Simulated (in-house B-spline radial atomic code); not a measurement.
LDA exchange-only excitations of Ti4+

Method: LDA exchange-only. Computed with an all-electron radial atomic-structure program (B-spline basis): linear response of the closed shell [Ne] 3s2 3p6 with the functional's adiabatic kernel; non-relativistic, point nucleus, no spin-orbit coupling, no double excitations, S, P, D and F terms only. Only terms of natural parity with L up to 3 were computed.

Command:
```bash
python run_td.py task.json out
```
Settings (radii: box in bohr, nucleus in fm):
```
Z                        22
electrons                18
configuration            [Ne] 3s2 3p6
hamiltonian              nr
method                   lda,
box_radius               19.1
intervals                53
```

Cost of the run: 0.5 s on 1 thread of Arm Neoverse N1, on a shared host.

The lowest states, in the order of their Tamm-Dancoff energies; the method's threshold (minus the highest occupied level) is 87.51 eV. Labels give the largest channel, * marks a mixed state, and oscillator strengths are full-response dipole values. Semilocal kernels can invert the small singlet-triplet splittings of Rydberg terms. Energies in eV:

| state | full response | Tamm-Dancoff | oscillator strength |
| --- | --- | --- | --- |
| 3p → 3d 3P | 33.47 | 33.61 | - |
| 3p → 3d 3F | 34.50 | 34.59 | - |
| 3p → 3d 1F | 37.65 | 37.68 | - |
| 3p → 3d 1P | 48.15 | 50.12 | 4.3 |
| 3p → 4s 3P | 51.09 | 51.10 | - |
| 3p → 4s 1P | 51.95 | 52.20 | 0.0638 |
| 3p → 4p 3S | ? | ? | - |
| 3p → 4p 3D | 57.29 | 57.31 | - |
| 3p → 4p 1D | 57.81 | 57.81 | - |
| 3s → 3d 3D | 58.36 | 58.40 | - |
| 3p → 4p 1S | 60.27 | 60.48 | - |
| 3s → 3d 1D | 62.24 | 62.36 | - |
| 3p → 4d 3P | 66.34 | 66.35 | - |
| 3p → 4d 3F | 66.54 | 66.54 | - |
| 3p → 4d 1F | 66.82 | 66.83 | - |
| 3p → 4d 1P | 67.71 | 67.95 | 0.00356 |
| 3p → 5s 3P | 69.77 | 69.78 | - |
| 3p → 5s 1P | 69.99 | 70.00 | 0.0489 |
| 3p → 5p 3S | 71.80 | 71.81 | - |
| 3p → 5p 3D | ? | ? | - |
| 3p → 5p 1D | 72.20 | 72.20 | - |
| 3p → 4f 3D | 72.43 | 72.43 | - |

(1) Where does 3p → 5p 3D lie?

(2) Where does 3p → 4p 3S lie?

(3) How large is the singlet-triplet splitting of 3p → 3d (F terms) in Tamm-Dancoff?

(4) What polarisabilities and dispersion coefficient does the method give?

## Answers

(1) At 72.03 eV in full response, 72.03 eV in Tamm-Dancoff.

(2) At 56.57 eV in full response, 56.60 eV in Tamm-Dancoff.

(3) 3.09 eV, from the unrounded values.

(4) Dipole 1.516 bohr³, quadrupole 2.042 bohr⁵, C6 3.312 hartree·bohr⁶ for two such species.
